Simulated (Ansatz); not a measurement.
`C=[C]([SiH3])[GeH3]` + `NC1O[SiH2]O1` → `[GeH3][CH]1O[SiH2]O1` + `C=C(N)[SiH3]`  (redistribution)

Gas-phase electronic energies from Ansatz, PBE0-D4/def2-TZVP geometries. CBS: MP2 limit from def2 TZ/QZ plus the TZ coupled-cluster correction, frozen cores. Functionals use def2-TZVPP. B3LYP here is the variant with VWN-RPA as its local correlation; programs differ in this. For Ge outer-core shells are correlated without core-valence functions, which leaves a few kJ/mol of doubt a bond. Scalar relativity is left out up to krypton. One conformer a species, not always the lowest.

`C=[C]([SiH3])[GeH3]`:

Z-matrix (Å, degrees):
```
Si
C 1 1.862
H 1 1.488 2 110.4
H 1 1.488 2 110.4 3 -118.7
H 1 1.488 2 109.7 3 120.7
Ge 2 1.949 1 120.6 3 59.6
C 2 1.334 1 120.3 3 -120.4
H 6 1.539 2 108.5 1 179.9
H 6 1.539 2 110.3 1 -59.8
H 6 1.539 2 110.3 1 59.6
H 7 1.089 2 122.7 1 180.0
H 7 1.089 2 122.0 1 -0.0
```

`NC1O[SiH2]O1`:

```xyz
10

N    -0.048    1.476    0.931
C    -0.246    0.656   -0.182
O     0.987    0.146   -0.686
Si    0.363   -1.395   -0.574
O    -0.945   -0.606    0.071
H    -0.903    1.926    1.227
H     0.371    0.973    1.704
H    -0.796    1.206   -0.951
H     1.091   -2.314    0.335
H     0.126   -2.067   -1.874
```

`[GeH3][CH]1O[SiH2]O1`:

Z-matrix (Å, degrees):
```
C
O 1 1.439
Si 1 2.163 2 50.3
Ge 1 1.987 2 111.8 3 -119.3
O 1 1.439 2 100.6 3 -0.5
H 1 1.096 2 109.7 3 115.1
H 3 1.484 1 124.9 2 90.3
H 3 1.482 1 125.5 2 -89.7
H 4 1.536 1 109.4 2 175.8
H 4 1.536 1 109.4 2 -63.9
H 4 1.535 1 107.4 2 55.9
```

`C=C(N)[SiH3]`:

```xyz
11

C    -1.358    0.161    0.744
C    -0.292    0.224   -0.064
N    -0.193    1.088   -1.144
Si    1.223   -0.801    0.340
H    -1.359   -0.480    1.615
H    -2.250    0.758    0.569
H     0.378    0.779   -1.914
H    -1.056    1.511   -1.451
H     2.358    0.064    0.760
H     1.660   -1.545   -0.877
H     0.889   -1.760    1.421
```

```
        level  ΔE (eV)
      ωB97X-V     0.53
      ωB97M-V     0.53
        B3LYP     0.46
MP2/CBS(def2)     0.59
```

Question: What does CCSD(T)/CBS give? (Best estimate.)

Answer: Computed: +0.58 eV. The listed levels differ from it by -0.05, -0.05, -0.12, 0.01 eV.

Largest T1 diagnostic among the species: 0.013.

From PBE to PBE0 (25 % exact exchange), in def2-TZVPP and without D4, ΔE moves by +0.06 eV.
